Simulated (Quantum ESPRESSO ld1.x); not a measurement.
Coherent X-ray form factor from a spherical all-electron density. All-electron calculation, Dirac Kohn-Sham, PW91, spin-unpolarised, spherical densities, point nucleus. Program: ld1.x of Quantum ESPRESSO 7.5.

sin(theta)/lambda (1/angstrom),f0 (electrons)
0.05,40.585
0.1,39.400
0.15,37.609
0.2,35.429
0.25,33.081
0.3,30.747
0.4,26.573
0.5,23.310
0.6,20.850
0.8,17.291
1,14.412
1.25,11.292
1.5,8.902
2,6.280

The species is in the configuration that NIST lists as its ground one. Which atom or ion scatters so?

Answer. The rhodium ion Rh4+, [Kr] 4d5. Extrapolating in s^2 from the first two rows gives f0(0) = 41.0, near the electron count 41; among species with that count, the fall with angle is slower the higher Z, and the table is that of Z = 45; from so few rows the species is fixed only to a neighbour or two.
